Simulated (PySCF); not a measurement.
Excitations are Tamm–Dancoff values on a coarser integration grid. The basis has no diffuse functions, so Rydberg states are missing or too high.

Z-matrix (Å, degrees):
```
C
H 1 1.1006
H 1 1.1007 2 106.60
C 1 1.5232 2 112.18 3 -123.10
H 4 1.1000 1 112.09 2 179.92
H 4 1.1001 5 106.99 1 -123.26
H 4 1.1021 5 107.33 6 -114.91
In 1 2.1611 2 105.62 3 111.93
I 8 2.6766 1 124.11 2 -55.11
I 8 2.6808 1 121.10 2 124.88
```
Charge 0, spin multiplicity 1.

What dipole moment, total energy, HOMO, S1–T1 gap (TDA), T1 excitation (TDA), HOMO–LUMO gap, brightest of the four lowest singlets (TDA) and LUMO does CAM-B3LYP-D3(BJ)/def2-TZVP // CAM-B3LYP-D3(BJ)/def2-SVP (PySCF 2.14.0) give?


| Quantity | Value |
|---|---|
| dipole moment | 3.20 D |
| total energy | -864.8629 Ha |
| HOMO | -8.63 eV |
| S1–T1 gap (TDA) | 0.57 eV |
| T1 excitation (TDA) | 3.98 eV |
| HOMO–LUMO gap | 7.54 eV |
| brightest of the four lowest singlets (TDA) | 4.73 eV |
| LUMO | -1.09 eV |
